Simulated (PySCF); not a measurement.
Ga(OH) (GaHO), SMILES [OH][Ga] (connectivity only; charge and spin as stated), neutral, multiplicity 1. Atoms are numbered in the order given.

```xyz
3

Ga     0.0000     0.0000    -0.4290
O      0.0000     0.0000     1.3703
H      0.0000     0.0000     2.3354
```
Charge 0, spin multiplicity 1.

Geometry optimised at PBE-D3(BJ)/def2-TZVP. The geometry has at least one imaginary mode, so it is a saddle point at that level.

Computed with PBE/def2-TZVPD in PySCF.

Estimate the frontier levels, gap, dipole moment and polarisability. (The exact figures need the calculation; the answer reports its results.)


highest occupied level: -6.60 eV
lowest empty level: -1.62 eV
orbital gap: 4.98 eV
dipole moment: 0.05 D
quadrupole, principal values (traceless, Buckingham form, about the centre of nuclear charge): -0.78, -0.78, 1.55 D·Å
mean static polarisability: 41.3 bohr³ (6.12 Å³)
polarisability, principal values: 36.8, 36.8, 50.3 bohr³
